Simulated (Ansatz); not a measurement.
Reaction (cleavage of the Si–Si bond): `CB[SiH](O)[SiH3]` + `[OH][Al]([O][SiH3])[O][SiH3]` → `[SiH3][O][Al]([O][SiH3])[O][SiH3]` + `CB[SiH2]O`

Calculated with Ansatz (gas phase, PBE0-D4/def2-TZVP geometries, no zero-point term in ΔE). CCSD(T)/CBS is the MP2 limit (def2-TZVPP, def2-QZVPP) plus CCSD(T) − MP2 in def2-TZVPP, frozen cores. Functionals use def2-TZVPP. B3LYP here is the variant with VWN-RPA as its local correlation; programs differ in this. Each species was taken in one conformer, which may not be the lowest.

| level | ΔE (kcal/mol) | difference from CCSD(T)/CBS |
| --- | --- | --- |
| PBE-D4 | -17.8 | 7.6 |
| r2SCAN-D4 | -23.1 | 2.3 |
| PBE0-D4 | -20.7 | 4.7 |
| B3LYP-D4 | -25.2 | 0.2 |
| ωB97M-V | -25.7 | -0.3 |
| B2PLYP | -26.8 | -1.4 |
| MP2/def2-TZVPP | -26.9 | -1.5 |
| CCSD(T)/def2-TZVPP | -25.5 | -0.1 |
| MP2/def2-QZVPP | -27.1 | -1.7 |
| MP2/CBS(def2) | -26.8 | -1.4 |
| CCSD(T)/CBS | -25.4 | 0 |

Largest T1 diagnostic among the species: 0.013.

The D4 term adds +0.8 kcal/mol with B3LYP and +0.4 kcal/mol with PBE0; it sums over pairs of atoms, weighted by their polarisabilities, and B3LYP, whose exchange is more repulsive, gets the larger term. From PBE to PBE0 (25 % exact exchange), in def2-TZVPP and without D4, ΔE moves by −2.9 kcal/mol. In def2-TZVPP, CCSD(T) changes the Hartree–Fock value by +8.8 kcal/mol (the triples alone add +1.4 kcal/mol) and MP2 by +7.4 kcal/mol.
